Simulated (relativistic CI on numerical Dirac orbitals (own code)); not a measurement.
**Spin-orbit doublets in the photoemission of antimony**

Problem. Photoelectron lines from p, d and f shells are doublets, and peak fits need their splitting and area ratio. Find both for the 3d line of antimony, from the calculated spin-orbit constant ζ(3d) = 3.74 eV of the closed-shell ion Sb³⁺ with one hole. Is the doublet resolved if instrument, lifetime and solid give each line a width of 1.0 eV (assumed)?

Working.
1. One hole with l = 2 gives j = 5/2 and j = 3/2. For a hole the level of higher j has the lower binding energy.
2. The splitting is (l + ½)ζ = 2.5 × 3.74 = 9.351 eV.
3. The areas follow 2j + 1: 6 : 4, so the weaker line has 0.667 of the stronger one's area, if the radial matrix elements are equal.
4. Splitting over width is 9.35: two separate peaks.

Check. The difference of tabulated binding energies of the element (M4 less M5; Elam, Ravel and Sieber, Radiat. Phys. Chem. 63, 121 (2002), rounded to 0.1 eV or more) is 9.3 eV.

All doublets of Sb³⁺, calculated as differences of Dirac-Coulomb-Breit total energies with one hole (eV):

```json
{"Shell": "2p", "Calculated": "248.7", "Without Breit and QED": "251.8", "Tabulated, element": "248.0"}
{"Shell": "3p", "Calculated": "46.96", "Without Breit and QED": "47.55", "Tabulated, element": "46.3"}
{"Shell": "3d", "Calculated": "9.378", "Without Breit and QED": "9.642", "Tabulated, element": "9.3"}
{"Shell": "4p", "Calculated": "8.65", "Without Breit and QED": "8.764", "Tabulated, element": ""}
{"Shell": "4d", "Calculated": "1.233", "Without Breit and QED": "1.271", "Tabulated, element": "1.2"}
```

The Breit and QED terms lower the splittings by 1.2 to 3.0 %. The 4p hole of the elements from Cd to Xe decays so fast that 4p1/2 is no sharp line in experiment.
